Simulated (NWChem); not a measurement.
Species: sulfur tetrafluoride (SF₄); SMILES FS(F)(F)F

```xyz
5

F      1.2205     0.0000     0.6168
S      0.0000     0.0000    -0.3878
F      0.0000    -1.6542    -0.2755
F      0.0000     1.6542    -0.2755
F     -1.2205     0.0000     0.6168
```
Atoms are numbered in this order, from 1.

All runs: NWChem. Pople sets run with spherical d functions. Geometry: optimised at PBE0/def2-SVP. GIAO values for the isolated, static molecule; σ is the absolute isotropic shielding, δ = σ(reference) − σ with the isolated reference molecule computed at the same levels (19F: trichlorofluoromethane).

For level BHandHLYP/pcSseg-1:

```yaml
"σ S2 (ppm)": 24.6
```

Estimate the same quantities for level Hartree-Fock/6-31G*.

σ S2 (ppm): 199.4
